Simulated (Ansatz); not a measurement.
Mulliken charges of CH₆BPSi, SMILES `C[SiH]1BP1` from r2SCAN/def2-TZVPP in Ansatz (PBE0-D4/def2-TZVP geometry).

```json
{"atom": "C1", "x (Å)": "-1.319", "y (Å)": "0.606", "z (Å)": "-0.765", "charge (e)": "-0.286"}
{"atom": "Si2", "x (Å)": "-0.306", "y (Å)": "-0.671", "z (Å)": "0.145", "charge (e)": "0.203"}
{"atom": "B3", "x (Å)": "1.029", "y (Å)": "-0.197", "z (Å)": "1.471", "charge (e)": "-0.033"}
{"atom": "P4", "x (Å)": "1.953", "y (Å)": "-0.979", "z (Å)": "0.074", "charge (e)": "-0.122"}
{"atom": "H5", "x (Å)": "-1.341", "y (Å)": "0.391", "z (Å)": "-1.836", "charge (e)": "0.085"}
{"atom": "H6", "x (Å)": "-2.348", "y (Å)": "0.596", "z (Å)": "-0.395", "charge (e)": "0.081"}
{"atom": "H7", "x (Å)": "-0.907", "y (Å)": "1.605", "z (Å)": "-0.617", "charge (e)": "0.080"}
{"atom": "H8", "x (Å)": "-0.802", "y (Å)": "-2.050", "z (Å)": "-0.078", "charge (e)": "-0.063"}
{"atom": "H9", "x (Å)": "1.267", "y (Å)": "0.604", "z (Å)": "2.315", "charge (e)": "0.034"}
{"atom": "H10", "x (Å)": "2.857", "y (Å)": "0.045", "z (Å)": "-0.312", "charge (e)": "0.021"}
```

By hand: the dipole of these point charges (1 e Å = 4.8032 D).

Σ q r = (-0.180, 0.177, 0.030) e Å, of length 0.254 e Å = 1.22 D.

How does the dipole of the full density compare? (Estimate.)

Ansatz gave: (-0.247, 0.230, -0.189) e Å, 1.86 D; the point charges give 0.66 times that, at 36° from its direction.

Point charges leave out the atoms' own dipoles, such as those of lone pairs, and Mulliken's split depends on the basis, so the two needn't agree.
